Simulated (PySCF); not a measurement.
**Ionisation energy of S²⁺ by level of theory**

S²⁺ [Ne] 3s2 3p2 (3P) → S³⁺ [Ne] 3s2 3p1 (2P), as a difference of total energies. Calculation: PySCF 2.14, in pcseg-2 (5s4p2d1f, 34 functions); the non-relativistic Hamiltonian (point nucleus). Correlated levels: valence: [Ne] frozen. The calculations carry no spin-orbit coupling.

Problem. Order these methods by the ionisation energy they give, lowest first.
A. UHF
B. CCSD (valence)
C. PBE
D. SCS-MP2 (valence)

Solution. A (34.134 eV), D (34.502 eV), B (34.631 eV), C (34.827 eV).

The reference lies between the lowest fine-structure levels, while these numbers refer to the centres of the terms.

Errors of the correlated levels include the incompleteness of this basis and the frozen core.

For comparison: 34.86 ± 0.04 eV (semi-empirical (NIST evaluation); NIST Atomic Spectra Database, ionization energies).
